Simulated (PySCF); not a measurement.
The second ionisation energy along the 5p block

All values are computed (PySCF 2.14, energy differences of UHF-based or UKS calculations, no spin-orbit coupling). Values in eV. The last column holds reference values (NIST; (s) semi-empirical, (t) theoretical, else measured). Unmarked ones compare directly (S terms, centres of terms, or small fine structure); those marked * lie between the lowest fine-structure levels and include a spin-orbit shift.

| element | configurations | UHF | PBE | PBE0 | r2SCAN | MP2 (valence) | SCS-MP2 (valence) | reference |
| --- | --- | --- | --- | --- | --- | --- | --- | --- |
| In (aug-cc-pVQZ-PP with one added diffuse shell each of s, p, d, f, g type with ECP28MDF, ECP) | [Kr] 4d10 5s2 → [Kr] 4d10 5s1 | 17.009 | 19.049 | 18.716 | 18.803 | 17.674 | 17.807 | 18.870 |
| Sn (aug-cc-pVQZ-PP with one added diffuse shell each of s, p, d, f, g type with ECP28MDF, ECP) | [Kr] 4d10 5s2 5p1 → [Kr] 4d10 5s2 | 13.755 | 14.222 | 14.262 | 14.389 | 13.989 | 13.981 | 14.282 |
| Sb (aug-cc-pVQZ-PP with one added diffuse shell each of s, p, d, f, g type with ECP28MDF, ECP) | [Kr] 4d10 5s2 5p2 → [Kr] 4d10 5s2 5p1 | 16.005 | 16.467 | 16.531 | 16.657 | 16.361 | 16.298 | 16.626 ± 0.025 * |
| I (aug-cc-pVQZ-PP with one added diffuse shell each of s, p, d, f, g type with ECP28MDF, ECP) | [Kr] 4d10 5s2 5p4 → [Kr] 4d10 5s2 5p3 | 17.663 | 18.709 | 18.726 | 18.747 | 18.404 | 18.490 | 18.750 |
| Xe (aug-cc-pVQZ-PP with one added diffuse shell each of s, p, d, f, g type with ECP28MDF, ECP) | [Kr] 4d10 5s2 5p5 → [Kr] 4d10 5s2 5p4 | 20.068 | 21.052 | 21.101 | 21.120 | 20.931 | 20.953 | 20.975 (s) * |

**Question.** Fill in the row of Te (aug-cc-pVQZ-PP with one added diffuse shell each of s, p, d, f, g type with ECP28MDF, ECP) ([Kr] 4d10 5s2 5p3 → [Kr] 4d10 5s2 5p2).

**Answer.** UHF 18.356; PBE 18.754; PBE0 18.857; r2SCAN 19.013; MP2 (valence) 18.827; SCS-MP2 (valence) 18.698; reference 18.6 ± 0.4 * (eV).

"Valence" correlates the outer s and p shells and, in groups 3 to 12 and the f block, the outer d or f shell, open or full, or the next shell where the ion has no valence electron left; the wider scheme adds the next inner shell.
